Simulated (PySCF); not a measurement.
Dipole moment and polarisability of `FC(F)C1=CC[Si@H](F)C1`

C₅H₇F₃Si.
Cartesian coordinates in Å at the PBE0-D3(BJ)/def2-SVP level; atoms count from 1:
```xyz
16
C5H7F3Si angstrom
F      2.906    0.801    1.159
C      2.422   -0.069    0.236
F      2.847   -1.305    0.572
C      0.928    0.013    0.195
C      0.140   -1.065    0.333
C     -1.352   -0.890    0.273
Si    -1.532    0.948   -0.102
F     -2.100    1.178   -1.614
C      0.301    1.369   -0.013
H      2.880    0.197   -0.736
H      0.581   -2.054    0.490
H     -1.833   -1.191    1.220
H     -1.807   -1.522   -0.510
H     -2.425    1.722    0.801
H      0.558    2.052    0.814
H      0.659    1.854   -0.939
```

Level: CAM-B3LYP/def2-SVPD (PySCF), static field, nuclei fixed, core orbitals frozen in the response. The polarisability tensor in these axes (au):

```
x   93.47  2.62  0.57
y    2.62 84.98 -2.46
z    0.57 -2.46 65.14
```

Question: What are the eigenvalues, a third of the trace, and Δα (Δα² = ½Σ(αi − αj)² over the three pairs)?

Answer: Principal values 64.82, 84.56 and 94.21 au; mean 81.20 au = 12.03 Å³ = 13.39 × 10⁻⁴⁰ C²·m²/J; Δα = 25.95 au (32 % of the mean).

Question: What is the dipole moment, and where does it point?

Answer: (-0.99, -0.14, 0.01) D, 1.00 D in size, pointing from the negative to the positive side. Measured along this direction, the outermost atoms are F1 and H10 at the negative end and H14 at the positive end.

Question: How large is μ²/3kT at 250 K beside α?

Answer: In Gaussian units μ²/3kT = 9.63 Å³ against 12.03 Å³, a ratio of 0.80; the Debye molar polarisation (4π/3)N_A(α + μ²/3kT) is 54.7 cm³/mol, leaving out the vibrational part.

Question: In TDDFT the mean static polarisability is Σ f/ω² over all singlet excitations (ω in hartree). How much of it do the 6 lowest give? Their energies (eV) and oscillator strengths: 6.94, 0.2691; 7.22, 0.0281; 7.32, 0.0028; 7.47, 0.0040; 7.87, 0.0034; 7.90, 0.0054.

Answer: They add up to 4.73 au, 5.8 % of the 81.20 au; the largest single term is 4.14 au, from the state at 6.94 eV. Terms in order: 4.14, 0.40, 0.04, 0.05, 0.04, 0.06 au. Higher excitations give the rest. The strengths listed sum to 0.313.

Question: Estimate the molar refractivity from the static electronic polarisability.

Answer: Lorentz–Lorenz: R = (4π/3)N_A α = 2.5225 cm³/(mol·Å³) × 12.03 Å³ = 30.4 cm³/mol, in the limit of long wavelengths.

Isolated species at its PBE0-D3(BJ)/def2-SVP geometry (one conformer only).
